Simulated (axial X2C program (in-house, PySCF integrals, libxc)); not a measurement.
# Bond lengths and stretching modes, held linear, of InCN⁺

Computed with an in-house all-electron X2C program for linear molecules (integrals from PySCF): two-component X2C with atomic mean-field Coulomb and Gaunt terms, Gaussian nuclei, basis In dyall-v3z, C dyall-v3z, N dyall-av3z with contracted cores. Spin-free rows use the one-electron spin-free X2C Hamiltonian.

Masses In 114.904, C 12.000, N 14.003 u. States: 2c Ω = 1/2 (beyond evenly filled blocks: ω = 1/2); spin-free M_S = 1/2, Λ = 0 (beyond evenly filled blocks: σα).

r2SCAN, 2c: energies above the lowest point

| r(In–C) (Å) | r(C–N) (Å) | E (meV) |
| --- | --- | --- |
| 2.0699 | 1.1281 | 86.24 |
| 2.0699 | 1.1570 | 22.17 |
| 2.0699 | 1.1859 | 56.22 |
| 2.1230 | 1.1281 | 64.79 |
| 2.1230 | 1.1570 | 0.00 |
| 2.1230 | 1.1859 | 33.34 |
| 2.1230 | 1.2148 | 147.69 |
| 2.1761 | 1.1281 | 71.82 |
| 2.1761 | 1.1570 | 6.27 |
| 2.1761 | 1.1859 | 38.85 |
| 2.2292 | 1.1570 | 33.13 |
| 2.2292 | 1.2148 | 177.65 |

Problem. Fit a quadratic surface with cubic terms in each bond: where is the minimum, and what are the two stretching wavenumbers?

Solution. At r2SCAN, 2c: bonds 2.136 and 1.161 Å; harmonic stretches 342.1 and 2228.8 cm⁻¹; force constants 1.51, 18.4 and coupling -0.08 mdyn/Å.

The other levels and Hamiltonians give:

```json
{"Hamiltonian": "2c", "level": "PBE0", "r(In–C) (Å)": "2.119", "r(C–N) (Å)": "1.156", "lower stretch (cm⁻¹)": "357.6", "upper stretch (cm⁻¹)": "2276.6"}
{"Hamiltonian": "2c", "level": "HF", "r(In–C) (Å)": "2.095", "r(C–N) (Å)": "1.136", "lower stretch (cm⁻¹)": "419.4", "upper stretch (cm⁻¹)": "2130.6"}
{"Hamiltonian": "spin-free", "level": "PBE0", "r(In–C) (Å)": "2.120", "r(C–N) (Å)": "1.156", "lower stretch (cm⁻¹)": "357.3", "upper stretch (cm⁻¹)": "2276.5"}
{"Hamiltonian": "spin-free", "level": "HF", "r(In–C) (Å)": "2.095", "r(C–N) (Å)": "1.136", "lower stretch (cm⁻¹)": "419.4", "upper stretch (cm⁻¹)": "2129.2"}
{"Hamiltonian": "spin-free", "level": "r2SCAN", "r(In–C) (Å)": "2.137", "r(C–N) (Å)": "1.161", "lower stretch (cm⁻¹)": "341.8", "upper stretch (cm⁻¹)": "2228.7"}
```

Each state is one determinant, the lowest of a limited PBE0 search; the stretches come from a fit to these few points and carry an uncertainty of a few per cent. Other orders of the atoms were not compared. Left out for rough or failed fits: MP2 2c, MP2 spin-free. The levels spread by more than a fifth, so the stretches depend strongly on the method. The molecule was held linear; bending was not examined, so a bent shape may lie lower.
